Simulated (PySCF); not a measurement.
A survey of 29Si NMR shifts

Method: GIAO PBE0/pcSseg-1 shieldings, coordinates at the GFN2-xTB level, in PySCF 2.14.0 with density-fitted response routines (single conformer, averaged over atoms made equivalent by symmetry, fast rotation or ring inversion, gas phase, non-relativistic).

Shieldings were converted by a linear fit to measured shifts: 29Si: δ = 279.94 − 0.822σ (rms 8.9 ppm, 72 shifts, 25.8 ppm with the 6 outliers that the fit left out vs TMS, solution or neat liquid). Occasional misses reach two or three times the rms, and more in compound classes unlike the fitted ones.

Question: Give the 29Si shifts of `[SiH3]O[SiH](O[SiH3])O[SiH2]Cl`, `[SiH3]O[SiH](O[SiH3])O[SiH2]Cl`, `[SiH3]C[SiH3]`, `C=CC[Si@@](O)([SiH3])OC=C`, `C[Si@@H]1C[C@H]1F`.

Answer: 
```csv
compound,environment,δ (ppm)
[SiH3:1][O:2][SiH:3]([O:4][SiH3:5])[O:6][SiH2:7][Cl:8],"Si7: silicon bonded to Cl, O, 2 H",-31.8
[SiH3:1][O:2][SiH:3]([O:4][SiH3:5])[O:6][SiH2:7][Cl:8],"Si1/5: silicon bonded to O, 3 H (×2)",-42.5
[SiH3:1][O:2][SiH:3]([O:4][SiH3:5])[O:6][SiH2:7][Cl:8],"Si3: silicon bonded to 3 O, H",-72.0
[SiH3:1][O:2][SiH:3]([O:4][SiH3:5])[O:6][SiH2:7][Cl:8],"Si7: silicon bonded to Cl, O, 2 H",-31.8
[SiH3:1][O:2][SiH:3]([O:4][SiH3:5])[O:6][SiH2:7][Cl:8],"Si1/5: silicon bonded to O, 3 H (×2)",-42.5
[SiH3:1][O:2][SiH:3]([O:4][SiH3:5])[O:6][SiH2:7][Cl:8],"Si3: silicon bonded to 3 O, H",-72.0
[SiH3]C[SiH3],"silicon bonded to C, 3 H (×2)",-66.3
[CH2:1]=[CH:2][CH2:3][Si@@:4]([OH:5])([SiH3:6])[O:7][CH:8]=[CH2:9],"Si4: silicon bonded to C, 2 O, Si",-14.7
[CH2:1]=[CH:2][CH2:3][Si@@:4]([OH:5])([SiH3:6])[O:7][CH:8]=[CH2:9],"Si6: silicon bonded to Si, 3 H",-114.2
C[Si@@H]1C[C@H]1F,"silicon bonded to 3 C, H, in a 3-membered ring",-100.7
```
